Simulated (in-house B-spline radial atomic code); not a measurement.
A fraction x of an electron is removed from 5p in Tb²⁺, starting from [Xe] 4f9 and keeping the highest spin. Computed with a radial B-spline atomic code at the basis-set limit: scalar-relativistic (X2C) PW91, spin-polarised, spherical fractional occupations, Fermi nucleus of rms radius 5.06 fm.

```
   x  E(x) - E(0) (eV)  5p down level (eV)
   0            0.0000             -37.851
0.12            4.6291             -39.303
0.21            8.2156             -40.399
0.34           13.5711             -41.995
0.41           16.5410             -42.859
 0.5           20.4485             -43.976
0.52                 ?                   ?
0.66           27.6443             -45.974
0.87                 ?                   ?
0.98           43.0011             -50.017
   1           44.0040             -50.271
```

Question: What belongs in the row x = 0.52?

Answer: An energy change of 21.3305 eV; 5p down at -44.225 eV.

Question: What belongs in the row x = 0.87?

Answer: An energy change of 37.5762 eV; 5p down at -48.620 eV.

Question: Check Janak's theorem between x = 0.12 and 0.21.

Answer: The slope of the energy is 39.85 eV; the orbital levels give 39.85 eV (-ε of the emptying orbital, averaged over the two points).
